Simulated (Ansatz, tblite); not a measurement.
Removing and adding an electron: Al₆O₁₅H₁₂, a hydroxylated oxide cluster. The state is a singlet with charge 0. Geometry: PBE-D4/def2-SVP. Ansatz, gas phase; energy differences of separate SCF runs; the oxidised species was run as a doublet alone; the reduced species was run as a doublet alone.

Cartesian coordinates in Å:
```
Al 0.750 1.549 -0.420
Al -0.632 -1.189 1.140
Al -1.656 0.178 -1.879
Al 1.821 -0.370 1.866
Al 1.872 -1.366 -0.799
Al -2.016 1.802 0.886
O 2.395 2.022 -0.759
O -0.025 0.986 -2.035
O 2.724 1.060 2.250
O 2.288 -0.376 -2.193
O 1.131 -2.878 -1.127
O 2.949 -1.369 0.740
O 0.845 -0.197 0.250
O -1.465 -1.129 -0.662
O -2.502 -0.291 -3.291
O -1.874 0.121 1.683
O -2.624 1.345 -0.827
O -0.421 2.362 0.535
O -3.224 2.653 1.769
O -0.846 -2.948 0.926
O 0.449 -1.107 2.603
H 2.938 2.115 0.048
H 0.738 0.420 -2.410
H 2.403 1.649 2.952
H 2.734 0.467 -1.932
H 0.491 -3.194 -0.443
H 3.707 -1.937 0.952
H -1.563 -2.075 -0.893
H -2.286 0.001 -4.188
H -1.782 0.202 2.654
H -3.588 1.335 -0.972
H -3.183 3.615 1.875
H -0.551 -3.456 1.701
```

The xTB rows come from tblite. B3LYP takes the VWN-RPA correlation. Single mean-field runs in def2-TZVP are fitted with def2-universal-jkfit.

```csv
level,−HOMO (eV),vertical IE (eV),−LUMO (eV),vertical EA (eV),HOMO–LUMO gap (eV),IE − EA (eV),remarks
GFN1-xTB,10.84,13.43,6.73,4.79,4.11,8.64,–
GFN2-xTB,10.90,13.41,6.41,4.39,4.49,9.02,–
PBE-D4/def2-TZVP,6.29,–,1.83,0.32,4.46,–,HOMO above zero (-1 doublet)
```

Q: Estimate the rows for B3LYP-D4/def2-TZVP, PBE0-D4/def2-TZVP.

A: 
| level | −HOMO (eV) | vertical IE (eV) | −LUMO (eV) | vertical EA (eV) | HOMO–LUMO gap (eV) | IE − EA (eV) | remarks |
| --- | --- | --- | --- | --- | --- | --- | --- |
| B3LYP-D4/def2-TZVP | 7.61 | 9.58 | 1.28 | 0.12 | 6.33 | 9.47 | HOMO above zero (-1 doublet) |
| PBE0-D4/def2-TZVP | 7.88 | 9.65 | 0.98 | -0.09 | 6.89 | 9.74 | HOMO above zero (-1 doublet) |

Run but left out: PBE-D4/def2-TZVP (charge +1 doublet: an occupied level 0.03 eV above an empty one).   A HOMO above zero means that the electron is unbound at that level or that self-interaction error raises the level; the energy of removing that electron tells which. Raw xTB energy differences between charge states are shifted by several eV; the methods need an empirical correction for them. Sets without diffuse functions give affinities that are too small. A negative affinity means that the extra electron isn't bound; its size then hangs on the basis.
